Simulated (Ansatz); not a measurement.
Cost and result up the ladder for PbS₂ (3 atoms). The state is a singlet with charge 0. Geometry: PBE-D4/def2-TZVP.

```xyz
3

Pb   -1.6743    0.5989    1.3316
S     0.1028   -0.0367   -0.0816
S     1.5716   -0.5622   -1.2500
```

Ansatz on 4 threads of AMD EPYC 7R43 on a shared host. Times are rough, and most runs start from the orbitals of an earlier one. No level here is sound enough to serve as a yardstick. Binding counts from free atoms at the same level (Pb triplet, S triplet; other spins of the atoms weren't run), without zero-point energy or a counterpoise term.

In the def2 sets Pb takes a core potential; there is no spin–orbit coupling. LC-ωPBE has ω = 0.4 bohr⁻¹. Correlated methods freeze 14 core orbitals; core or outer-core shells of Pb are correlated, in sets that lack core-valence functions. Another isomer (singlet) lies 1.41 eV lower at PBE0-D4/def2-TZVP; other spin states weren't run for this one.

Correlated methods converge slowly with the basis.

| level | functions | wall time |
| --- | --- | --- |
| LDA (SPW92)/def2-TZVP | 124 | 0.6 s |
| PBE-D4/def2-TZVP (with forces) | 124 | 1 s |
| PBE0-D4/def2-TZVP | 124 | 1.4 s |
| LC-ωPBE/def2-TZVP | 124 | 1.4 s |
| r2SCAN-D4/def2-TZVP | 124 | 2 s |
| CCSD(T)/def2-TZVPP | 134 | 7 s |

Problem. Estimate what each level gives for the binding energy per atom (eV).

Solution. 
| level | binding energy per atom (eV) | remarks |
| --- | --- | --- |
| LDA (SPW92)/def2-TZVP | 2.86 | restricted SCF unstable in HF |
| PBE-D4/def2-TZVP (with forces) | 2.38 | restricted SCF unstable in HF |
| PBE0-D4/def2-TZVP | 2.09 | restricted SCF unstable in HF |
| LC-ωPBE/def2-TZVP | 1.66 | restricted SCF unstable in HF |
| r2SCAN-D4/def2-TZVP | 2.17 | restricted SCF unstable in HF |
| CCSD(T)/def2-TZVPP | 1.91 | large T1 (0.035), restricted SCF unstable |
